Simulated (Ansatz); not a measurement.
Computed with Ansatz on PBE0-D4/def2-TZVP structures; ΔE is electronic, products minus reactants. CCSD(T)/CBS is the MP2 limit (def2-TZVPP, def2-QZVPP) plus CCSD(T) − MP2 in def2-TZVPP, frozen cores. Functionals use def2-TZVPP. def2 core potentials past Kr. For In outer-core shells are correlated without core-valence functions, which leaves a few kJ/mol of doubt a bond. One conformer a species, not always the lowest.

Consider the ligand exchange at the Si–O bond: `[OH][In]([Cl])[O][SiH3]` + `N=C([SiH3])S` → `N=C([SiH3])S[SiH3]` + `[OH][In]([OH])[Cl]`.

```json
{"level": "r2SCAN-D4", "ΔE (kJ/mol)": "44.1", "difference from CCSD(T)/CBS": "-6.2"}
{"level": "PBE0-D4", "ΔE (kJ/mol)": "36.7", "difference from CCSD(T)/CBS": "-13.6"}
{"level": "PBE", "ΔE (kJ/mol)": "32.9", "difference from CCSD(T)/CBS": "-17.4"}
{"level": "PBE0", "ΔE (kJ/mol)": "40.3", "difference from CCSD(T)/CBS": "-10.0"}
{"level": "MP2/def2-TZVPP", "ΔE (kJ/mol)": "50.3", "difference from CCSD(T)/CBS": "0.0"}
{"level": "SCS-MP2/def2-TZVPP", "ΔE (kJ/mol)": "56.9", "difference from CCSD(T)/CBS": "6.6"}
{"level": "CCSD/def2-TZVPP", "ΔE (kJ/mol)": "57.3", "difference from CCSD(T)/CBS": "7.0"}
{"level": "CCSD(T)/def2-TZVPP", "ΔE (kJ/mol)": "52.8", "difference from CCSD(T)/CBS": "2.5"}
{"level": "MP2/def2-QZVPP", "ΔE (kJ/mol)": "49.8", "difference from CCSD(T)/CBS": "-0.5"}
{"level": "CCSD/CBS(def2)", "ΔE (kJ/mol)": "54.8", "difference from CCSD(T)/CBS": "4.5"}
{"level": "CCSD(T)/CBS", "ΔE (kJ/mol)": "50.3", "difference from CCSD(T)/CBS": "0"}
```

Largest T1 diagnostic among the species: 0.016.

The D4 term adds −6.7 kJ/mol with B3LYP and −3.6 kJ/mol with PBE0; it sums over pairs of atoms, weighted by their polarisabilities, and B3LYP, whose exchange is more repulsive, gets the larger term. In def2-TZVPP, CCSD(T) changes the Hartree–Fock value by −23.9 kJ/mol (the triples alone add −4.5 kJ/mol) and MP2 by −26.3 kJ/mol. From PBE to PBE0 (25 % exact exchange), in def2-TZVPP and without D4, ΔE moves by +7.4 kJ/mol.

B3LYP here is the variant with VWN-RPA as its local correlation; programs differ in this.
